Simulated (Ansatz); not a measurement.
Consider the formal exchange of groups at a B–C bond: `OB/C=[N]/[GeH3]` + `BC=C` → `BC(=C)BO` + `C=[N][GeH3]`.

Computed with Ansatz on PBE0-D4/def2-TZVP structures; ΔE is electronic, products minus reactants. CCSD(T)/CBS is the MP2 limit (def2-TZVPP, def2-QZVPP) plus CCSD(T) − MP2 in def2-TZVPP, frozen cores. Functionals use def2-TZVPP. B3LYP here is the variant with VWN-RPA as its local correlation; programs differ in this. For Ge outer-core shells are correlated without core-valence functions, which leaves a few kJ/mol of doubt a bond. Scalar relativity is left out up to krypton. Each species was taken in one conformer, which may not be the lowest.

(1) Is it downhill or uphill in electronic energy at CCSD(T)/CBS, and by how much? (Best estimate.)

(2) What do these levels give: PBE-D4, r2SCAN-D4, PBE0-D4, B2PLYP, PBE, r2SCAN, PBE0, B3LYP, CCSD/def2-TZVPP, CCSD(T)/def2-TZVPP, MP2/def2-QZVPP, SCS-MP2/def2-QZVPP? (Estimate.)

Largest T1 diagnostic among the species: 0.014.

Results:

(1) The calculation gave: Downhill: ΔE = -12.1 kJ/mol.

(2) Ansatz gave: PBE-D4 -12.4, r2SCAN-D4 -13.2, PBE0-D4 -14.1, B2PLYP -10.3, PBE -10.6, r2SCAN -12.9, PBE0 -12.6, B3LYP -8.3, CCSD/def2-TZVPP -11.7, CCSD(T)/def2-TZVPP -12.3, MP2/def2-QZVPP -14.5, SCS-MP2/def2-QZVPP -12.1 kJ/mol.
